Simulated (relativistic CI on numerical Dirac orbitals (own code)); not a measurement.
Sensitivity of the levels of Ir XVIII to α and to the nuclear radius

Method of calculation: Dirac-Coulomb-Breit CI, separate exchange-only KLI orbitals for each configuration, derivatives by finite differences, unscaled Slater integrals, QED left out (own radial code, finite nucleus).

Configurations in the expansion (outside the closed core [Kr] 4d10): 4f¹²5s², 4f¹⁴, 4f¹³5s, 4f¹²5s5p, 4f¹³5p, 4f¹²5p², 4f¹¹5s²5p, 4f¹³5d. Levels of other configurations are missing.

With x = (α/α₀)² − 1 an excitation energy changes as ω = ω₀ + qx; K = 2q/ω₀ is the relative enhancement. Terms are leading LS components, so labels can repeat. The field-shift factor is F = δν/δ⟨r²⟩ for the transition from the lowest level.

Lowest level 4f¹³5s ³F°4.

| Level | ω₀ (cm⁻¹) | q (cm⁻¹) | F (GHz/fm²) |
| --- | --- | --- | --- |
| 4f¹³5s ³F°3 | 5057 | 2231 | -1.84 |
| 4f¹⁴ ¹S0 | 7091 | 363700 | -574 |
| 4f¹³5s ³F°2 | 24982 | 22800 | 1.43 |
| 4f¹²5s² ³H6 | 26838 | -377800 | 589 |
| 4f¹³5s ¹F°3 | 30623 | 23640 | -1.92 |
| 4f¹²5s² ³F4 | 37324 | -379100 | 589 |
| 4f¹²5s² ³H5 | 49998 | -355900 | 591 |
| 4f¹²5s² ³H4 | 59181 | -354400 | 591 |
| 4f¹²5s² ³F2 | 60800 | -369700 | 590 |
| 4f¹²5s² ³F3 | 62845 | -355800 | 591 |
| 4f¹²5s² ³H4 | 80981 | -334600 | 592 |
| 4f¹²5s² ³P2 | 89836 | -357700 | 591 |
| 4f¹²5s² ¹I6 | 100607 | -359100 | 592 |
| 4f¹²5s² ³P0 | 104193 | -366200 | 589 |
| 4f¹²5s² ³P1 | 109032 | -356200 | 592 |
| 4f¹²5s² ³P2 | 115531 | -341400 | 593 |
| 4f¹²5s² ¹S0 | 188345 | -342800 | 588 |
| 4f¹²5s5p ⁵G°6 | 302041 | -330200 | 64.6 |
| 4f¹²5s5p ⁵D°4 | 314352 | -332400 | 64.3 |
| 4f¹³5p ³D3 | 319665 | 50730 | -527 |
| 4f¹³5p ³G4 | 323451 | 50410 | -527 |
| 4f¹²5s5p ⁵G°5 | 324339 | -312400 | 64.8 |
| 4f¹²5s5p ³I°6 | 327270 | -315900 | 59.7 |

At this charge transitions that keep the count of f electrons are usually good to a few per cent. Terms inside the open d or f shell come out 10 to 20 % too wide with unscaled integrals. Levels that differ in their count of f electrons can be misplaced by several ten thousand cm⁻¹, since the correlation energy of f electrons is missing or only estimated; rates across such gaps can be off by orders of magnitude. The computed lowest level isn't the tabulated ground level, which NIST ASD gives as 4f12 5s2 3H6; for such ions that label comes from theory and may be the wrong one.

Question: Which transition from the lowest level has the largest |K|?

Answer: 4f¹⁴ ¹S0 at 7091 cm⁻¹, K = 103.
